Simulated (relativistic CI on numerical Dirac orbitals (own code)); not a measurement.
## Spin-allowed bands of a d7 ion in a tetrahedral site, by hand

Problem. Take Δ = 5100 cm⁻¹ and B = 860 cm⁻¹ for a d7 ion in a tetrahedral site. Calculate the three spin-allowed bands.

Working.
1. The terms of highest spin are 4F (energy 0) and 4P (15B = 12900 cm⁻¹). Here the F term splits into A2 at −1.2Δ = -6120, T2 at −0.2Δ = -1020 and T1 at +0.6Δ = 3060 cm⁻¹.
2. The two T1 states mix through the element 0.4Δ: H = [[3060, 2040], [2040, 12900]], with roots ½(H₁₁ + H₂₂) ∓ ½√[(H₂₂ − H₁₁)² + 4H₁₂²] = ½(15960) ∓ ½(10652) = 2654 and 13306 cm⁻¹.
3. The ground term is 4A2 at -6120 cm⁻¹.
4. Bands: 4T2 5100 cm⁻¹ (1961 nm), 4T1(F) 8774 cm⁻¹ (1140 nm), 4T1(P) 19426 cm⁻¹ (515 nm).

Check. Exact diagonalisation of the whole d7 shell with these parameters gives 4T2 5100, 4T1 8774, 4T1 19426 cm⁻¹. The match is exact, since without spin-orbit coupling no other term has this spin. The ratio of the second band to the first, 1.720, depends on Δ/B = 5.9 alone, which is how a Tanabe-Sugano diagram is read.
